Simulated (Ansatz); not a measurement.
Steps of a relaxation of CH₆O₂Si (`C[SiH](O)O`) with RKS PBE0-D4/def2-TZVP.

```sh
$ ansatz run in.yaml --threads 2 --pin off --events-out ev --progress --plain --max-ram 32768MiB --backend cpu
```

```yaml
crystal:
  periodic: [false, false, false]
  atoms:
    - {symbol: C, position_ang: [-0.336480, 0.722000, 1.119930]}
    - {symbol: Si, position_ang: [0.406200, -0.308820, -0.282580]}
    - {symbol: O, position_ang: [-0.157190, -1.819930, -0.124000]}
    - {symbol: O, position_ang: [-0.080730, 0.181700, -1.767030]}
    - {symbol: H, position_ang: [0.006020, 1.752300, 1.083640]}
    - {symbol: H, position_ang: [-0.054930, 0.319030, 2.086350]}
    - {symbol: H, position_ang: [-1.422190, 0.731530, 1.073790]}
    - {symbol: H, position_ang: [1.870330, -0.302270, -0.244640]}
    - {symbol: H, position_ang: [-0.283670, -2.357590, -0.901360]}
    - {symbol: H, position_ang: [0.052640, 1.082060, -2.044100]}
basis:
  gaussian: {orbitals: def2-TZVP}
hamiltonian: {xc: pbe0, dispersion: d4}
relax: {f_tol: 0.005, max_steps: 150}
```

Positions (Å) and forces (eV/Å) along the path, 14 of 25 steps:

```xyz
10
step=1 energy=-13103.1214 eV
C    -0.336    0.722    1.120    0.322   -0.350   -0.601
Si    0.406   -0.309   -0.283   -0.580    0.619    0.584
O    -0.157   -1.820   -0.124   -0.190   -0.457    0.305
O    -0.081    0.182   -1.767   -0.183   -0.081   -0.229
H     0.006    1.752    1.084    0.129    0.228   -0.037
H    -0.055    0.319    2.086    0.136   -0.150    0.244
H    -1.422    0.732    1.074   -0.193   -0.072   -0.115
H     1.870   -0.302   -0.245    0.452    0.071    0.101
H    -0.284   -2.358   -0.901    0.031   -0.070   -0.171
H     0.053    1.082   -2.044    0.076    0.261   -0.081
10
step=3 energy=-13103.1614 eV
C    -0.330    0.714    1.106   -0.019   -0.022    0.009
Si    0.373   -0.301   -0.273    0.088    0.070   -0.009
O    -0.185   -1.828   -0.109   -0.079   -0.107    0.029
O    -0.112    0.204   -1.763   -0.065    0.034   -0.071
H     0.033    1.744    1.059   -0.011   -0.009    0.012
H    -0.033    0.296    2.072   -0.012    0.021   -0.007
H    -1.423    0.725    1.056    0.029    0.012    0.016
H     1.864   -0.275   -0.210   -0.029   -0.002   -0.020
H    -0.258   -2.379   -0.890    0.056    0.051    0.004
H     0.070    1.100   -2.047    0.043   -0.048    0.036
10
step=5 energy=-13103.1701 eV
C    -0.340    0.708    1.131    0.006    0.044    0.083
Si    0.325   -0.290   -0.276   -0.006    0.037   -0.100
O    -0.237   -1.820   -0.103    0.020    0.126    0.085
O    -0.188    0.236   -1.752   -0.292   -0.284    0.151
H     0.047    1.732    1.101   -0.008   -0.043   -0.018
H    -0.052    0.273    2.092   -0.013   -0.001   -0.035
H    -1.431    0.755    1.087    0.012   -0.021    0.006
H     1.811   -0.237   -0.322    0.094   -0.054    0.126
H    -0.152   -2.384   -0.870    0.007   -0.126   -0.090
H     0.216    1.027   -2.089    0.181    0.323   -0.208
10
step=9 energy=-13103.1853 eV
C    -0.346    0.701    1.160   -0.007   -0.017   -0.012
Si    0.300   -0.250   -0.288    0.020   -0.018   -0.014
O    -0.259   -1.781   -0.115    0.000   -0.017    0.008
O    -0.247    0.331   -1.730   -0.099   -0.042    0.046
H     0.019    1.730    1.143    0.007    0.037   -0.002
H    -0.030    0.243    2.099    0.014   -0.014    0.011
H    -1.438    0.725    1.142   -0.026    0.002   -0.002
H     1.791   -0.220   -0.334    0.012    0.005    0.004
H    -0.120   -2.384   -0.846   -0.006    0.010    0.004
H     0.330    0.904   -2.231    0.082    0.054   -0.043
10
step=10 energy=-13103.1376 eV rejected
C    -0.351    0.695    1.184    0.032   -0.020   -0.072
Si    0.293   -0.214   -0.290   -0.036   -0.098    0.070
O    -0.251   -1.752   -0.123   -0.040    0.025    0.216
O    -0.285    0.416   -1.698    1.371    0.799   -1.389
H     0.013    1.722    1.196    0.022    0.092    0.010
H    -0.042    0.208    2.109    0.045   -0.037    0.039
H    -1.441    0.719    1.165   -0.086    0.007   -0.020
H     1.782   -0.187   -0.363    0.034    0.022   -0.015
H    -0.117   -2.369   -0.838    0.038   -0.089   -0.165
H     0.399    0.763   -2.342   -1.381   -0.702    1.326
10
step=11 energy=-13103.1866 eV
C    -0.348    0.699    1.166   -0.004    0.006    0.002
Si    0.297   -0.243   -0.288   -0.009    0.011    0.019
O    -0.254   -1.778   -0.115    0.000   -0.002   -0.002
O    -0.258    0.359   -1.719   -0.002    0.003    0.004
H     0.007    1.733    1.150    0.002   -0.005   -0.004
H    -0.022    0.241    2.102   -0.001   -0.001   -0.005
H    -1.441    0.714    1.155    0.004   -0.006   -0.001
H     1.789   -0.209   -0.342    0.007    0.004   -0.006
H    -0.130   -2.373   -0.855   -0.004   -0.008   -0.002
H     0.360    0.856   -2.254    0.006   -0.002   -0.006
10
step=13 energy=-13103.1869 eV
C    -0.349    0.699    1.169   -0.003    0.005    0.006
Si    0.296   -0.239   -0.287   -0.004   -0.002    0.001
O    -0.252   -1.775   -0.116    0.001    0.000    0.001
O    -0.261    0.372   -1.714    0.015    0.014   -0.006
H     0.004    1.733    1.154    0.000   -0.003   -0.001
H    -0.021    0.239    2.104   -0.001    0.001   -0.003
H    -1.442    0.710    1.159    0.003   -0.003   -0.001
H     1.788   -0.203   -0.347    0.001    0.002   -0.002
H    -0.134   -2.369   -0.858   -0.001   -0.002    0.000
H     0.370    0.834   -2.265   -0.011   -0.011    0.005
10
step=14 energy=-13103.1868 eV rejected
C    -0.350    0.697    1.175   -0.003    0.004    0.001
Si    0.295   -0.231   -0.286    0.000   -0.008   -0.009
O    -0.249   -1.770   -0.117    0.002   -0.003    0.005
O    -0.266    0.393   -1.706    0.142    0.089   -0.113
H     0.000    1.732    1.163    0.000    0.002    0.001
H    -0.021    0.234    2.107    0.001   -0.001    0.001
H    -1.443    0.705    1.165   -0.003    0.001    0.001
H     1.787   -0.193   -0.352   -0.003   -0.004    0.000
H    -0.137   -2.362   -0.862    0.002    0.002    0.000
H     0.385    0.795   -2.287   -0.138   -0.082    0.114
10
step=18 energy=-13103.1873 eV
C    -0.351    0.697    1.177   -0.003    0.005    0.005
Si    0.294   -0.228   -0.286    0.002   -0.004   -0.003
O    -0.252   -1.767   -0.120    0.001    0.002   -0.002
O    -0.266    0.414   -1.698   -0.001    0.000    0.000
H    -0.002    1.732    1.167    0.000    0.000    0.000
H    -0.022    0.231    2.108    0.000   -0.001    0.002
H    -1.444    0.705    1.167    0.000    0.000    0.000
H     1.786   -0.197   -0.354    0.000    0.000   -0.001
H    -0.129   -2.362   -0.861    0.000    0.000    0.000
H     0.385    0.774   -2.300    0.001   -0.002   -0.001
10
step=19 energy=-13103.1873 eV
C    -0.352    0.697    1.180   -0.002    0.006    0.006
Si    0.294   -0.223   -0.285    0.004   -0.008   -0.007
O    -0.251   -1.763   -0.123    0.000    0.003   -0.002
O    -0.267    0.432   -1.691    0.029    0.018   -0.036
H    -0.001    1.731    1.174    0.000   -0.001    0.001
H    -0.026    0.227    2.110    0.000   -0.001    0.001
H    -1.445    0.707    1.168    0.001   -0.001   -0.001
H     1.785   -0.197   -0.357    0.000    0.001    0.002
H    -0.123   -2.360   -0.861    0.001    0.001    0.001
H     0.386    0.750   -2.315   -0.033   -0.019    0.035
10
step=20 energy=-13103.1874 eV
C    -0.352    0.697    1.181    0.004   -0.003   -0.002
Si    0.293   -0.222   -0.285   -0.008    0.001    0.005
O    -0.252   -1.762   -0.125    0.002   -0.002    0.000
O    -0.268    0.437   -1.689    0.004    0.001    0.000
H     0.001    1.731    1.177    0.000    0.001    0.001
H    -0.028    0.224    2.111   -0.001    0.001   -0.001
H    -1.445    0.708    1.167   -0.001    0.001    0.000
H     1.785   -0.196   -0.357    0.002    0.000   -0.002
H    -0.119   -2.360   -0.861    0.000    0.000    0.000
H     0.385    0.741   -2.318   -0.001    0.000   -0.001
10
step=23 energy=-13103.1874 eV
C    -0.353    0.697    1.182   -0.001    0.001   -0.001
Si    0.293   -0.220   -0.285    0.002    0.001   -0.001
O    -0.251   -1.761   -0.125   -0.001    0.000   -0.001
O    -0.269    0.442   -1.687    0.004    0.001   -0.003
H     0.003    1.730    1.181    0.000   -0.001    0.000
H    -0.031    0.222    2.111    0.000    0.000    0.000
H    -1.445    0.711    1.166    0.001    0.000    0.000
H     1.784   -0.195   -0.359   -0.001    0.000    0.000
H    -0.117   -2.359   -0.861    0.000    0.000    0.000
H     0.384    0.734   -2.323   -0.005   -0.002    0.004
10
step=24 energy=-13103.1874 eV
C    -0.353    0.697    1.182    0.000    0.000   -0.001
Si    0.293   -0.219   -0.285    0.002    0.001   -0.002
O    -0.250   -1.760   -0.126   -0.001   -0.001    0.000
O    -0.269    0.446   -1.685    0.005    0.001   -0.003
H     0.004    1.730    1.184    0.000   -0.001    0.000
H    -0.033    0.220    2.111    0.000    0.000    0.000
H    -1.445    0.713    1.165    0.000    0.000    0.000
H     1.784   -0.195   -0.360   -0.001    0.000    0.001
H    -0.114   -2.359   -0.861    0.000    0.000    0.000
H     0.384    0.728   -2.326   -0.005   -0.002    0.004
10
step=25 energy=-13103.1874 eV
C    -0.353    0.697    1.182   -0.001    0.001    0.000
Si    0.293   -0.219   -0.285    0.001    0.001   -0.001
O    -0.250   -1.760   -0.126    0.000    0.000    0.000
O    -0.269    0.447   -1.685    0.003    0.000   -0.001
H     0.005    1.729    1.184    0.000    0.000    0.000
H    -0.034    0.219    2.111    0.000    0.000    0.000
H    -1.445    0.714    1.165    0.000    0.000    0.000
H     1.784   -0.194   -0.360   -0.001    0.000    0.000
H    -0.113   -2.359   -0.860    0.000    0.000    0.000
H     0.383    0.726   -2.327   -0.003   -0.001    0.002
```

Run time 75 s (2 threads of an AMD EPYC 7R13 on a shared host); peak host memory 0.39 GiB.
